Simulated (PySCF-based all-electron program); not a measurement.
# Forces on RbH2N, singlet in several shapes

Calculated with an in-house all-electron program built on PySCF, in large uncontracted Gaussian sets near the basis limit; Koelling–Harmon scalar relativity, no spin–orbit coupling, spin-restricted. Forces are good to about 0.005 eV/Å. Atoms are numbered as listed.

Shape A:

```xyz
4

Rb    0.0000    0.0000    0.0000
N     0.0000    0.0000    2.5560
H     0.8090   -0.0040    3.1900
H    -0.8000   -0.0100    3.2010
```

PBE forces:

```json
{"atom": "Rb1", "Fx": "-0.001", "Fy": "0.000", "Fz (eV/Å)": "0.412"}
{"atom": "N2", "Fx": "0.005", "Fy": "-0.002", "Fz (eV/Å)": "-0.299"}
{"atom": "H3", "Fx": "-0.044", "Fy": "0.001", "Fz (eV/Å)": "-0.056"}
{"atom": "H4", "Fx": "0.040", "Fy": "0.001", "Fz (eV/Å)": "-0.057"}
```

Shape B:

```json
{"atom": "Rb", "x (Å)": "0.0000", "y (Å)": "0.0000", "z (Å)": "0.0000"}
{"atom": "N", "x (Å)": "0.0000", "y (Å)": "0.0000", "z (Å)": "2.3004"}
{"atom": "H", "x (Å)": "0.8090", "y (Å)": "-0.0040", "z (Å)": "2.9344"}
{"atom": "H", "x (Å)": "-0.8000", "y (Å)": "-0.0100", "z (Å)": "2.9454"}
```

Against shape A, Rb1–N2 goes from 2.556 to 2.300 Å.

Question: What forces does PBE give in shape B?

Answer: 

```tsv
atom	Fx	Fy	Fz (eV/Å)
Rb1	-0.001	0.002	-1.434
N2	0.002	-0.007	1.329
H3	-0.047	0.002	0.053
H4	0.046	0.003	0.053
```

Shape C:

```
atom    x (Å)    y (Å)   z (Å)
  Rb   0.0000   0.0000  0.0000
   N   0.0000   0.0000  2.1726
   H   0.8090  -0.0040  2.8066
   H  -0.8000  -0.0100  2.8176
```

Against shape A, Rb1–N2 goes from 2.556 to 2.173 Å.

Question: What forces does PBE give in shape C?

Answer: 

```
atom      Fx      Fy  Fz (eV/Å)
 Rb1   0.000   0.003     -3.149
  N2   0.000  -0.009      2.898
  H3  -0.032   0.003      0.124
  H4   0.031   0.003      0.126
```

Shape D:

```xyz
4

Rb    0.0000    0.0000    0.0000
N     0.0000    0.0000    2.0448
H     0.8090   -0.0040    2.6788
H    -0.8000   -0.0100    2.6898
```

Against shape A, Rb1–N2 goes from 2.556 to 2.045 Å.

Question: What forces does PBE give in shape D?

Answer: 

```csv
atom,Fx,Fy,Fz (eV/Å)
Rb1,0.001,0.004,-5.690
N2,-0.001,-0.010,5.266
H3,0.007,0.003,0.210
H4,-0.007,0.003,0.215
```
